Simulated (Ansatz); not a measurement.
Correlation energies of `F[Si]([SiH3])(Cl)Br` by basis set

```xyz
8

F     0.600    1.710   -1.355
Si   -0.405    0.913   -0.416
Si    0.563   -1.050    0.387
Cl   -2.069    0.516   -1.526
Br   -0.949    2.258    1.245
H     0.923   -1.923   -0.759
H    -0.436   -1.723    1.253
H     1.774   -0.701    1.171
```

Charge 0, multiplicity 1. Correlated methods include outer-core shells of Br, which these sets cover unevenly. Scalar relativity is left out up to krypton. The structure was optimised at the PBE0-D4/def2-TZVP level. Frozen core, restricted reference, Ansatz.

| basis | HF (Eh) | MP2 corr. | CCSD corr. | (T) | CCSD(T) total |
| --- | --- | --- | --- | --- | --- |
| def2-SVP | -3710.40029 | ? | ? | -0.01700 | ? |
| def2-TZVPP | -3711.22043 | ? | -0.99657 | ? | ? |
| def2-QZVPP | -3711.30544 | -1.33256 | – | – | – |

Question: Fill in the withheld values. (Estimate.)

Answer: Ansatz gave: def2-SVP MP2 corr.: -0.73684; def2-SVP CCSD corr.: -0.77894; def2-SVP CCSD(T) total: -3711.19623; def2-TZVPP MP2 corr.: -0.95029; def2-TZVPP (T): -0.03605; def2-TZVPP CCSD(T) total: -3712.25305.
